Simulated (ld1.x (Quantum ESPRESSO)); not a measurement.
Results of a calculation; reference values are marked as such.
# Potentials for palladium (Pd) compared

Generated with ld1.x 7.5 (TM, RRKJ, ultrasoft, PAW), atompaw 4.2 or ONCVPSP 4.0.1. The cutoff is in Ry: for ld1.x and atompaw files where the sum of valence levels is converged to 10 mRy in a Bessel basis, for ONCV files where the hardest occupied wave has 1 mHa per electron of residual kinetic energy. The error is the largest all-electron minus pseudo excitation energy over each file’s own four to seven test configurations (ionisations up to +4, promotions, holes and added fractions of an electron), all of which were solved. The labels leave out finer settings (local radius, basis sizes, second energies), which also bear on the numbers. Spin-polarised tests are not counted. The rows are a selection from randomly drawn settings: files with unsolved tests, undetermined cutoffs or missed reference levels are left out.

A true bound ghost makes a file unfit for plane-wave use even where its test errors are small: the radial tests pick states by their node count and pass the ghost by.

```tsv
potential	cutoff (Ry)	largest error (meV)	bound ghosts
ultrasoft, LDA (PZ), scalar-relativistic, rc 2.45/3.00/1.20 (spd), local smoothed, core correction yes, reference 4d9 5s0 5p0	80	-1060	none
RRKJ, PBE, scalar-relativistic, rc 1.50/1.30/1.70 (spd), local d, core correction no, reference 4s2 4p6 4d10 5s0 5p0	80	+362	none
TM semilocal, PBE, scalar-relativistic, rc 2.10/1.25/1.20 (spd), local d, core correction yes, reference 4p6 4d8.5 5s0 5p0	90	-81	none
TM, PBE, scalar-relativistic, rc 1.00/1.60/1.55 (spd), local d, core correction yes, reference 4s2 4p6 4d10 5s0 5p0	140	+23	none
```

(1) Fill in the row for Pd: TM, PBE, fully relativistic, rc 2.60/3.20/1.60/2.60 (spdf), local smoothed, core correction no, reference 4d10 5s0 5p0.

(2) Fill in the row for Pd: TM semilocal, PBE, scalar-relativistic, rc 1.80/1.35/1.30 (spd), local p, core correction yes, reference 4p6 4d8.5 5s0 5p0.

(3) Fill in the row for Pd: TM, Wu–Cohen, scalar-relativistic, rc 1.70/1.10/1.20 (spd), local d, core correction yes, reference 4p6 4d8 5s0 5p0.

Answers

(1) cutoff 60 Ry, largest error -1513 meV, bound ghosts: none.

(2) cutoff 80 Ry, largest error +35 meV, bound ghosts: none.

(3) cutoff 140 Ry, largest error -62 meV, bound ghosts: s.
